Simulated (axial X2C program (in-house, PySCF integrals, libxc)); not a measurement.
## NaBa⁺: from the spin-free to the two-component result

All values were computed with an in-house relativistic program for diatomic molecules. Spin-free means the one-electron spin-free X2C Hamiltonian; two-component (2c) means X2C with spin–orbit coupling and atomic mean-field two-electron Coulomb and Gaunt terms, so the difference of the two also holds small scalar two-electron terms. Basis: Ba dyall-cv3z [14s14p9d5f1g], Na dyall-cv3z [9s8p5d2f] (cores contracted in-house); Gaussian nuclei, density fitting, unrestricted open shells. Masses: Ba 137.905 u, Na 22.990 u.

Spin-free state: M_S = 0, Λ = 0 (closed shell); fragments Ba+ + Na for PBE0, HF, BP86; Ba + Na+ for MP2, CCSD, CCSD(T).

| level | Re (Å) | ωe (cm⁻¹) | De (eV) | μ (D) |
| --- | --- | --- | --- | --- |
| PBE0 | 3.802 | 120.6 | 1.275 | 2.84 |
| HF | 3.979 | 111.5 | 0.518 | 2.77 |
| MP2 | 3.910 | 110.0 | 1.043 | n/a |
| CCSD | 3.924 | 110.5 | 1.171 | n/a |
| CCSD(T) | 3.930 | 108.8 | 1.163 | n/a |
| BP86 | 3.816 | 114.3 | 1.306 | 3.64 |

Correlated methods: 10 electrons correlated (number of frozen shells: Ba 4 s, 3 p, 2 d; Na 2 s, 1 p), 318 virtual spin orbitals or spinors in MP2, 88 natural virtuals in coupled cluster.

Dipoles are positive if Na is the positive end and refer to the centre of mass.

Two-component determinant lowest at the distance of the search:

Ω = 0 (closed shell); fragments Ba+ + Na for PBE0, HF, BP86; Ba + Na+ for MP2, CCSD, CCSD(T).

```json
{"level": "PBE0", "Re (Å)": "3.801", "ωe (cm⁻¹)": "120.6", "De (eV)": "1.277", "μ (D)": "2.84"}
{"level": "HF", "Re (Å)": "3.978", "ωe (cm⁻¹)": "111.5", "De (eV)": "0.520", "μ (D)": "2.77"}
{"level": "MP2", "Re (Å)": "3.910", "ωe (cm⁻¹)": "110.0", "De (eV)": "1.043", "μ (D)": "n/a"}
{"level": "CCSD", "Re (Å)": "3.924", "ωe (cm⁻¹)": "110.5", "De (eV)": "1.174", "μ (D)": "n/a"}
{"level": "CCSD(T)", "Re (Å)": "3.930", "ωe (cm⁻¹)": "108.9", "De (eV)": "1.162", "μ (D)": "n/a"}
{"level": "BP86", "Re (Å)": "3.814", "ωe (cm⁻¹)": "114.4", "De (eV)": "1.307", "μ (D)": "3.65"}
```

(1) From the two tables, how do the constants change at the CCSD(T) level (2c against spin-free)?

Occupations by symmetry block were frozen at the best pattern of an incomplete PBE0 search. Closed shells are restricted here (equal orbitals for both partners); the stretched side of such a curve lies too high. De is counted from the lowest determinant-based energies of the atoms at the same level, without counterpoise correction. Coupled cluster ran in a truncated set of natural virtual spinors; the MP2 energy of the rest was added. (T) has no such correction and the atoms are truncated less, which lowers De at CCSD(T) by a hundredth of an eV or more. The T1 diagnostic is large, a sign of multireference character. With the outer-core shells frozen, correlated bond lengths of heavy atoms tend to come out a few hundredths of an ångström too long.

Results:

(1) At the CCSD(T) level Re is unchanged to within 0.001 Å and ωe stays the same within 0.2 cm⁻¹; De changes by -0.001 eV.
